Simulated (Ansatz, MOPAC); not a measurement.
Species: CH4BO2, charge -1, multiplicity 1. SMILES: [CH2-]B(O)O

Atoms: C1, B2, O3, O4, H5, H6, H7, H8. Bonds: C1-B2, C1-H5, C1-H6, B2-O3, B2-O4, O3-H7, O4-H8.

Bond lengths (Å) and angles (degrees) optimised at PM3 with MOPAC; HF/STO-3G with Ansatz (a first-principles code); HF/3-21G with Ansatz; B3LYP/LANL2DZ with Ansatz, each started from the B3LYP-D3(BJ)/def2-TZVP structure (Ansatz) of the last column. A row stands for all coordinates that are equal there. No wavenumbers were computed at HF/STO-3G, B3LYP/LANL2DZ, so these may be saddle points.

```
coordinate    PM3  HF/STO-3G  HF/3-21G  B3LYP/LANL2DZ  B3LYP-D3(BJ)/def2-TZVP
----------  -----  ---------  --------  -------------  ----------------------
C1-B2       1.395      1.403     1.459          1.476                   1.470
C1-H5       1.081      1.078     1.086          1.097                   1.091
B2-O3       1.431      1.436     1.447          1.456                   1.432
O3-H7       0.945      0.987     0.965          0.975                   0.960
C1-B2-O3    131.2      126.1     125.3          125.1                   125.4
O3-B2-O4     97.6      107.8     109.4          109.8                   109.3
B2-C1-H5    123.7      124.0     123.5          123.1                   123.4
B2-O3-H7    108.8      105.4     110.2          109.3                   106.6
H5-C1-H6    112.6      112.0     112.9          113.8                   113.1
```

Mean signed difference of all 7 bond lengths from B3LYP-D3(BJ)/def2-TZVP: PM3 -0.018 Å, HF/STO-3G -0.005 Å, HF/3-21G 0.003 Å, B3LYP/LANL2DZ 0.014 Å.
